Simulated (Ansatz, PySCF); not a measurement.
Pulling on the O2–H6 bond in GeH4O (SMILES [OH][GeH3]) (multiplicity 1 held, fragments rigid). Energies count from the point at 0.962 Å.
Geometry at that point (charge 0, multiplicity 1):
```xyz
6

Ge    -0.32904     0.06812     0.07330
O      1.35706    -0.35716    -0.37169
H     -0.54454    -0.15512     1.58392
H     -1.18633    -0.88518    -0.76518
H     -0.60849     1.54276    -0.28109
H      2.01214     0.17482     0.09016
```

R- and RO- levels are restricted; in cc, def2 and unpolarised 6-31G sets they are followed outwards from rest. Active spaces are followed from a long bond inwards. Curves can end on different states.

Cores are frozen in the correlated methods. Filled d and f shells under p-block atoms count as core. Rows in LANL2DZ carry no dispersion term and start afresh at each structure. LANL2DZ brings its own core potentials from Na on.

Programs: Ansatz (Gaussian basis) for Hartree–Fock, density functionals and correlated methods; PySCF for LANL2DZ rows. Values without a source in brackets are computed.

Energies in kcal/mol.

```tsv
R (Å)	R-B3LYP/LANL2DZ	R-wB97X-V/cc-pVTZ	FIC-MRCISD on CASSCF(4,3)/cc-pVTZ	FIC-MRCISD+Q on CASSCF(4,3)/cc-pVTZ
0.770	41.4	35.5	34.5	35.0
0.866	9.2	6.7	6.3	6.6
0.962	0.0	0.0	0.0	0.0
1.058	2.8	4.8	5.1	4.9
1.154	11.7	15.5	15.8	15.5
1.299	29.7	35.9	35.6	35.3
1.443	48.9	57.4	55.4	55.2
1.684	78.2	90.0	82.3	82.7
1.924	102.2	117.0	99.8	100.7
2.213	123.9	142.3	110.7	112.1
2.597	143.5	166.6	116.2	117.9
3.078	157.9	186.9	118.1	119.8
```

Doubts at one or more of the structures used: a restricted determinant that unrestricted orbitals would lower (R-B3LYP/LANL2DZ, R-wB97X-V/cc-pVTZ); active orbitals that take no part (FIC-MRCISD on CASSCF(4,3)/cc-pVTZ, FIC-MRCISD+Q on CASSCF(4,3)/cc-pVTZ).

Ansatz is a program for electronic structure.
